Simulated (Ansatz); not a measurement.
Two isomers of C3H4BFO: A = `BC(F)OC#C`, B = `COB1C=C1F`.

Isolated molecules relaxed with PBE0-D4/def2-TZVP in Ansatz; ΔE leaves out vibrations. CCSD(T)/CBS adds triple-zeta CCSD(T) − MP2 to the extrapolated MP2 energy (def2 sets, frozen cores). Functionals use def2-TZVPP. B3LYP here is the variant with VWN-RPA as its local correlation; programs differ in this. Each species was taken in one conformer, which may not be the lowest.

Question: Which isomer does CCSD(T)/CBS put lower? Give the gap. (Best estimate.)

Answer: Computed: B, by 65.5 kcal/mol.

Question: Give E(B) − E(A) in kcal/mol with r2SCAN-D4, CCSD/def2-TZVPP, PBE-D4, PBE0-D4, B3LYP-D4, ωB97M-V, CCSD(T)/def2-TZVPP. (An estimate is asked.)

Answer: Ansatz gave: r2SCAN-D4 -70.4, CCSD/def2-TZVPP -64.9, PBE-D4 -69.9, PBE0-D4 -71.4, B3LYP-D4 -65.7, ωB97M-V -67.7, CCSD(T)/def2-TZVPP -65.1. None reverses the order clearly.

Largest T1 diagnostic: 0.013.

From PBE to PBE0 (25 % exact exchange), in def2-TZVPP and without D4, E(B) − E(A) moves by −1.5 kcal/mol. In def2-TZVPP, CCSD(T) changes the Hartree–Fock value by −2.8 kcal/mol (the triples alone add −0.2 kcal/mol) and MP2 by −4.2 kcal/mol.
